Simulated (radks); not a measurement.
Ionisation of the tin ion Sn2+, [Kr] 4d10 5s2, to [Kr] 4d10 5s1 as the strength of local exchange is varied. Calculated with a radial shooting solver on a logarithmic mesh with Libxc functionals: scalar-relativistic Kohn-Sham, Slater X-alpha exchange (alpha = 2/3 is LDA exchange), no correlation, spin-polarised, spherical densities, point nucleus.

alpha,E(Sn2+) (hartree),exchange (hartree),IE (eV),-e of the level emptied (eV),<r> of it (bohr)
0.667,-6166.46957,-154.24749,29.722,25.241 (5s),2.223
0.825,-6203.19541,-191.87211,31.509,27.110 (5s),2.166
0.841,-6206.92611,-195.70530,31.692,27.302 (5s),2.161
0.988,-6241.30202,-231.12134,33.394,29.096 (5s),2.111
1.018,-6248.33967,-238.39307,33.745,29.468 (5s),2.101

NIST Atomic Spectra Database: 30.506 eV (measured). The Delta-SCF value meets it near alpha = 0.74.
